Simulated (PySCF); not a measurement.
# SMILES [C-]#[N+]C1=CC=C[SiH2]1, C₅H₅NSi

Geometry:
| atom | x (Å) | y (Å) | z (Å) |
| --- | --- | --- | --- |
| C1 | 3.471 | 0.134 | -0.121 |
| N2 | 2.301 | 0.174 | -0.087 |
| C3 | 0.962 | 0.139 | -0.043 |
| C4 | 0.177 | 1.234 | -0.096 |
| C5 | -1.247 | 0.980 | -0.033 |
| C6 | -1.629 | -0.302 | 0.070 |
| Si7 | -0.119 | -1.428 | 0.103 |
| H8 | 0.556 | 2.243 | -0.180 |
| H9 | -1.933 | 1.814 | -0.070 |
| H10 | -2.666 | -0.588 | 0.123 |
| H11 | 0.103 | -2.112 | 1.374 |
| H12 | 0.026 | -2.288 | -1.068 |

Method used: quadratic response CAM-B3LYP/def2-SVPD first hyperpolarisability, Taylor convention, gas phase (PySCF 2.14.0). Geometry: GFN2-xTB.

(1) Give the tensor of the second harmonic β(−2ω;ω,ω) at 1907 nm in the axes of these coordinates.

## Answers

(1) In au, Taylor convention; rows are the first index (the induced dipole):
|  | xx | yy | zz | xy | xz | yz |
| --- | --- | --- | --- | --- | --- | --- |
| x | -229.1 | +33.6 | +37.0 | +4.4 | +9.2 | +1.1 |
| y | +2.7 | +20.2 | +28.9 | +32.9 | +1.1 | +1.7 |
| z | +9.3 | +1.7 | -9.7 | +1.1 | +36.6 | +28.6 |

Norm of βᵢ = ⅓ Σⱼ (βᵢⱼⱼ + βⱼᵢⱼ + βⱼⱼᵢ): 167.7 au, hyper-Rayleigh value 90.2 au.
